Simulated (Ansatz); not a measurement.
The same molecule with X = B, Al, Ga. Ansatz, PBE0-D4/def2-TZVP geometries, multiplicity 1.

Scalar relativity is left out up to krypton.

| X | molecule | mean X–C bond length / Å | mean X–H bond length / Å | size of the dipole moment (ωB97M-V/def2-TZVPP) / D | HOMO–LUMO gap (PBE/def2-TZVPP) / eV | HOMO–LUMO gap (PBE0/def2-TZVPP) / eV |
| --- | --- | --- | --- | --- | --- | --- |
| B | `B[CH2][GeH3]` | 1.526 | 1.199 | 1.03 | 5.36 | 7.54 |
| Al | `[AlH2][CH2][GeH3]` | 1.944 | 1.588 | 0.96 | 4.57 | 6.54 |

Problem. Give the row for X = Ga, `[GaH2][CH2][GeH3]`. (An estimate is asked.)

Solution. Ansatz gave: 
```
 X             molecule  mean X–C bond length / Å  mean X–H bond length / Å  size of the dipole moment (ωB97M-V/def2-TZVPP) / D  HOMO–LUMO gap (PBE/def2-TZVPP) / eV  HOMO–LUMO gap (PBE0/def2-TZVPP) / eV
Ga  `[GaH2][CH2][GeH3]`                     1.962                     1.571                                                0.86                                 4.43                                  6.39
```

From B to Ga the mean X–C bond length rises at each step, by 0.436 Å in all; the mean X–H bond length isn't monotonic: highest at Al, lowest at B; the HOMO–LUMO gap (PBE/def2-TZVPP) falls at each step, by 0.93 eV in all; the HOMO–LUMO gap (PBE0/def2-TZVPP) falls at each step, by 1.15 eV in all. Dipoles are sizes alone, and their direction can turn along the series.
